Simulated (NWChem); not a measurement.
System meant: ZnSiH$_{3}$Br; SMILES [Zn]([Br])[SiH3]

NWChem input:

```
start job
memory heap 200 mb stack 900 mb global 1100 mb
geometry units angstroms noautoz
  Zn    -0.009444    -0.495387    -0.000309
  Br     0.027353     1.760434     0.000515
  Si    -0.048071    -2.854338    -0.000555
  H     -0.067185    -3.388875    -1.398547
  H     -1.262295    -3.369130     0.707304
  H      1.158727    -3.409244     0.689538
end
basis spherical
  Zn library def2-svp
  Br library def2-svp
  Si library def2-svp
  H library def2-svp
end
dft
  odft
  mult 2
  xc b3lyp
  iterations 150
  mulliken
end
task dft energy
```

End of the output:

```
 Summary of "ao basis" -> "" (spherical)
 ------------------------------------------------------------------------------
       Tag                 Description            Shells   Functions and Types
 ---------------- ------------------------------  ------  ---------------------
 Zn                         def2-svp                11       31   5s3p2d1f
 Br                         def2-svp                12       32   5s4p3d
 Si                         def2-svp                 8       18   4s3p1d
 H                          def2-svp                 3        5   2s1p

                                 NWChem DFT Module
                                 -----------------

 Summary of "ao basis" -> "ao basis" (spherical)
 ------------------------------------------------------------------------------
       Tag                 Description            Shells   Functions and Types
 ---------------- ------------------------------  ------  ---------------------
 Zn                         def2-svp                11       31   5s3p2d1f
 Br                         def2-svp                12       32   5s4p3d
 Si                         def2-svp                 8       18   4s3p1d
 H                          def2-svp                 3        5   2s1p

      Symmetry analysis of basis
      --------------------------

        a          38
        e+         29
        e-         29

  Rotation of axis
  number of electrons :                   82
  multiplicity        :                    2
 ------------------------------------------------------------------------
  no. of electrons and multiplicity not compatible                  82
 ------------------------------------------------------------------------
 ------------------------------------------------------------------------
  current input line :
    24: task dft energy
 ------------------------------------------------------------------------
 ------------------------------------------------------------------------
 There is an error in the input file
 ------------------------------------------------------------------------
 For more information see the NWChem manual at https://nwchemgit.github.io

0: no. of electrons and multiplicity not compatible:Received an Error in Communication
```

Find the fault in this run and fix the input.

The input was rejected before any calculation. Cause: the multiplicity doesn't fit the number of electrons (an even count wants an odd multiplicity, and the reverse). This input runs:
```
start job
memory heap 200 mb stack 900 mb global 1100 mb
geometry units angstroms noautoz
  Zn    -0.009444    -0.495387    -0.000309
  Br     0.027353     1.760434     0.000515
  Si    -0.048071    -2.854338    -0.000555
  H     -0.067185    -3.388875    -1.398547
  H     -1.262295    -3.369130     0.707304
  H      1.158727    -3.409244     0.689538
end
basis spherical
  * library def2-svp
end
dft
  xc b3lyp
  iterations 150
  mulliken
end
task dft energy
```
It converges to -4644.34151 Ha (B3LYP/def2-SVP).
